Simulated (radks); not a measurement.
Values are calculated unless marked as measured or tabulated.
Sb8+, 43 electrons, occupied as [Ar] 3d9 4s2 4p6 4d8 (not the ground configuration).

Level of theory: scalar-relativistic Kohn-Sham, BLYP, spin-polarised, spherical densities, finite nucleus; open shells are filled with parallel spins first (spin-orbit coupling, left out, can overturn this in heavy ions); Fermi nuclear charge, rms radius 4.6802 fm (a radial shooting solver on a logarithmic mesh with Libxc functionals).

Energy parts (hartree):
| part | energy |
|---|---|
| total | -6444.59681 |
| kinetic | 6742.29447 |
| electron-nucleus | -15352.66907 |
| Hartree | 2330.67901 |
| exchange-correlation | -164.90121 |

Orbitals (lengths in bohr, moments of r in powers of bohr; r(max) is where P^2 peaks; r(90%) holds 90 % of the orbital's charge):
orbital,occ.,eigenvalue (hartree),<1/r>,<r^4>,r(90%),r(max)
1s up,1,-1120.176,54.32,3.125e-06,0.0511,0.01835
1s down,1,-1120.175,54.32,3.125e-06,0.0511,0.01835
2s up,1,-175.9392,12.42,0.0005386,0.189,0.1037
2s down,1,-175.8300,12.42,0.0005381,0.189,0.1037
2p up,3,-158.6254,11.92,0.0003879,0.174,0.08304
2p down,3,-158.5418,11.92,0.0003873,0.174,0.08302
3s up,1,-39.06526,4.461,0.02300,0.482,0.2986
3s down,1,-38.95410,4.457,0.02304,0.482,0.2987
3p up,3,-33.43065,4.251,0.02404,0.489,0.2918
3p down,3,-33.31670,4.247,0.02409,0.489,0.2919
3d up,5,-24.92477,4.025,0.02089,0.472,0.2419
3d down,4,-24.78676,4.021,0.02099,0.473,0.2422
4s up,1,-10.33241,1.829,0.6258,1.10,0.7073
4s down,1,-10.23387,1.828,0.6296,1.10,0.7075
4p up,3,-8.52845,1.690,0.8236,1.18,0.7402
4p down,3,-8.43181,1.687,0.8317,1.18,0.7407
4d up,5,-5.84732,1.456,1.422,1.35,0.7943
4d down,3,-5.75562,1.451,1.457,1.36,0.7959

The highest occupied level is 4d down at -156.62 eV. The electron density at the nucleus is 2.153e+05 e/bohr^3 (large components only).
